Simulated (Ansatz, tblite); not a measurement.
Spin states of the cluster BeF₂⁺ (the lowest doublet isomer of a short search), each relaxed with r2SCAN-D4/def2-TZVP in Ansatz. Electronic energies in the gas phase.

The xTB rows come from tblite. HSE06 is defined as in plane-wave codes, on full-range PBE exchange. Correlated methods freeze 2 core orbitals. In CCSD on the charge 1 doublet the largest single amplitude is 0.30, so its Hartree–Fock determinant may place the open shell otherwise than the density functionals do. In the quartet geometry the species has come apart into loosely held pieces. In the quartet, F2 and F3 lie 1.88 Å apart (atoms count from 1), so these atoms are partly bonded to each other. The structure comes from a short search, and lower isomers may exist.

Doublet geometry (D∞h within 0.1 Å):

Cartesian coordinates in Å:
```
Be -0.003 0.000 0.001
F -0.135 -1.437 0.048
F 0.138 1.437 -0.049
```

Quartet geometry (Cs within 0.1 Å):

Cartesian coordinates in Å:
```
Be 1.327 0.223 0.448
F -1.488 -0.280 0.192
F 0.161 0.057 -0.639
```

⟨S²⟩: doublet 0.76 at PBE0-D4/def2-TZVP (pure 0.75), quartet 3.76 at PBE0-D4/def2-TZVP (pure 3.75).

Run but left out: HF/STO-3G, HF/def2-TZVP, HF/def2-TZVPP, MP2/def2-TZVP, MP2/def2-TZVPP (doublet: a determinant that CCSD turns far, T1 0.053).

Only these spin states were relaxed. The quartet has fallen apart into loose fragments. The quartet has other bonds than the doublet, so the gap mixes isomer and spin.

```
              level  quartet − doublet (kcal/mol)  lowest of these
           GFN1-xTB                         134.3          doublet
   PBE-D4/def2-TZVP                         145.7          doublet
r2SCAN-D4/def2-TZVP                         142.8          doublet
 BHLYP-D4/def2-TZVP                         128.8          doublet
  ωB97X-V/def2-TZVP                         136.7          doublet
  RPA@PBE/def2-TZVP                         146.2          doublet
```

Estimate the rows for GFN2-xTB, PBE0-D4/def2-TZVP, HSE06-D4/def2-TZVP, CAM-B3LYP-D4/def2-TZVP, CCSD/def2-TZVPP, CCSD(T)/def2-TZVPP.


```json
{"level": "GFN2-xTB", "quartet − doublet (kcal/mol)": "151.4", "lowest of these": "doublet", "remarks": "–"}
{"level": "PBE0-D4/def2-TZVP", "quartet − doublet (kcal/mol)": "138.8", "lowest of these": "doublet", "remarks": "–"}
{"level": "HSE06-D4/def2-TZVP", "quartet − doublet (kcal/mol)": "139.2", "lowest of these": "doublet", "remarks": "–"}
{"level": "CAM-B3LYP-D4/def2-TZVP", "quartet − doublet (kcal/mol)": "139.8", "lowest of these": "doublet", "remarks": "–"}
{"level": "CCSD/def2-TZVPP", "quartet − doublet (kcal/mol)": "131.0", "lowest of these": "doublet", "remarks": "large T1 (0.053) (doublet)"}
{"level": "CCSD(T)/def2-TZVPP", "quartet − doublet (kcal/mol)": "132.9", "lowest of these": "doublet", "remarks": "large T1 (0.053) (doublet)"}
```

The xTB methods have no spin-polarisation term.
